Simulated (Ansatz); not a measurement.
Isolated molecules relaxed with PBE0-D4/def2-TZVP in Ansatz; ΔE leaves out vibrations. CCSD(T)/CBS adds triple-zeta CCSD(T) − MP2 to the extrapolated MP2 energy (def2 sets, frozen cores). This one scheme is used for every species. Functionals use def2-TZVPP. def2 core potentials past Kr. For Mo outer-core shells are correlated without core-valence functions, which leaves a few kJ/mol of doubt a bond. Each species was taken in one conformer, which may not be the lowest.

`C[N]=[Mo](=[O])([OH])[F]` + `CNC` → `C[N]=[Mo](=[O])([OH])[N](C)C` + H–F  (ligand exchange at a Mo–F bond)

`C[N]=[Mo](=[O])([OH])[F]`:

Z-matrix (Å, degrees):
```
C
N 1 1.420
H 1 1.094 2 109.9
H 1 1.095 2 109.9 3 118.5
H 1 1.096 2 111.3 3 -120.9
Mo 2 1.718 1 150.8 3 117.3
O 6 1.877 2 108.3 1 120.6
O 6 1.676 2 106.8 1 2.1
F 6 1.863 2 108.0 1 -117.9
H 7 0.959 6 123.4 2 8.7
```

`CNC`:

Z-matrix (Å, degrees):
```
C
N 1 1.445
H 1 1.094 2 109.4
H 1 1.092 2 110.0 3 117.9
H 1 1.104 2 114.0 3 -120.2
C 2 1.445 1 112.8 3 65.3
H 2 1.011 1 109.8 3 -171.9
H 6 1.104 2 114.0 1 54.9
H 6 1.094 2 109.4 1 -65.3
H 6 1.092 2 110.0 1 176.8
```

`C[N]=[Mo](=[O])([OH])[N](C)C`:

```xyz
18

C    -0.155    0.232    3.092
N     0.357    0.174    1.770
Mo    0.628    0.886    0.214
O    -0.082    2.415    0.079
O     2.518    0.966   -0.048
N    -0.195   -0.314   -1.049
C    -0.476    0.170   -2.382
C    -0.640   -1.668   -0.831
H    -0.825   -0.617    3.268
H     0.662    0.161    3.818
H    -0.713    1.157    3.280
H     2.866    1.631   -0.647
H    -0.175    1.214   -2.495
H    -1.551    0.109   -2.601
H     0.059   -0.421   -3.136
H    -0.436   -1.973    0.194
H    -1.718   -1.760   -1.021
H    -0.123   -2.362   -1.507
```

H–F:

```xyz
2

F     0.070    0.296    0.346
H    -0.070   -0.296   -0.346
```

Task: Is it downhill or uphill in electronic energy at CCSD(T)/CBS, and by how much? (An estimate is asked.)

Result: The calculation gave: Uphill: ΔE = +37.4 kJ/mol.

Task: What do these levels give: B2PLYP, r2SCAN, HF/def2-SVP, CCSD/def2-SVP, HF/def2-TZVPP, MP2/def2-TZVPP? (Estimate.)

Result: Computed: B2PLYP 56.1, r2SCAN 63.0, HF/def2-SVP 81.6, CCSD/def2-SVP 50.5, HF/def2-TZVPP 82.9, MP2/def2-TZVPP 25.1 kJ/mol.

Largest T1 diagnostic among the species: 0.022, so the coupled-cluster value is less sure than usual.

At CCSD(T), def2-SVP lies +6.1 kJ/mol from the extrapolated value and def2-TZVPP −0.1 kJ/mol. From BLYP to BHLYP (50 % exact exchange), in def2-TZVPP and without D4, ΔE moves by −3.8 kJ/mol.
